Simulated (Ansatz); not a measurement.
`Cn1cccc1-c1ccc(-c2ccc(-c3cccn3C)n2C)n1C`, 46 atoms. Hardware: 2 threads of AMD EPYC 7R13 on a shared host and a share (18 GiB) of an NVIDIA H100 80GB HBM3.

Single mean-field runs in def2-SVP, def2-TZVP are fitted with def2-universal-jkfit.

(1) How many basis functions does each of these Ansatz runs have, and roughly what does it cost? HF/6-31G, charge 0 singlet, energy; PBE with 10 % exact exchange/def2-SVP, charge 0 singlet, energy, from earlier orbitals; r2SCAN-D4/def2-TZVP, charge 0 singlet, energy and forces, from earlier orbitals; PBE-D4/def2-TZVP, charge -1 doublet at the geometry of the charge 0 singlet, energy, from earlier orbitals; PBE-D4/def2-TZVP, charge 1 doublet at the geometry of the charge 0 singlet, energy, from earlier orbitals; PBE0-D4/def2-TZVP, charge -1 doublet at the geometry of the charge 0 singlet, energy; PBE-D4/def2-TZVP, charge -1 doublet, energy, from earlier orbitals; PBE-D4/def2-TZVP, charge 0 singlet, energy and forces, from earlier orbitals; PBE-D4/def2-SVP, charge 1 doublet, relaxation, 9 steps; PBE-D4/def2-SVP, charge 0 singlet, relaxation, 6 steps; PBE0-D4/def2-TZVP, charge -1 doublet, energy, from earlier orbitals; PBE0-D4/def2-TZVP, charge 1 doublet, energy, from earlier orbitals.

## Answers

(1) Other jobs shared the machine, so times can vary by a factor of up to 3.

```tsv
run	functions	fitting or Cholesky vectors	wall time	peak host memory (GiB)
HF/6-31G, charge 0 singlet, energy	260	3772	4.9 s	1
PBE with 10 % exact exchange/def2-SVP, charge 0 singlet, energy, from earlier orbitals	446	2204	6 s	0.89
PBE-D4/def2-TZVP, charge 1 doublet at the geometry of the charge 0 singlet, energy, from earlier orbitals	876	2204	8.5 s	1.3
PBE0-D4/def2-TZVP, charge 1 doublet, energy, from earlier orbitals	876	2204	9.1 s	1.3
PBE-D4/def2-TZVP, charge -1 doublet at the geometry of the charge 0 singlet, energy, from earlier orbitals	876	2204	9.5 s	1.3
PBE0-D4/def2-TZVP, charge -1 doublet at the geometry of the charge 0 singlet, energy	876	2204	11 s	1.5
PBE-D4/def2-TZVP, charge 0 singlet, energy and forces, from earlier orbitals	876	2204	12 s	1.1
PBE0-D4/def2-TZVP, charge -1 doublet, energy, from earlier orbitals	876	2204	12 s	1.3
r2SCAN-D4/def2-TZVP, charge 0 singlet, energy and forces, from earlier orbitals	876	2204	14 s	1.2
PBE-D4/def2-TZVP, charge -1 doublet, energy, from earlier orbitals	876	2204	14 s	1.3
PBE-D4/def2-SVP, charge 0 singlet, relaxation, 6 steps	446	2204	26 s	0.95
PBE-D4/def2-SVP, charge 1 doublet, relaxation, 9 steps	446	2204	40 s	0.97
```
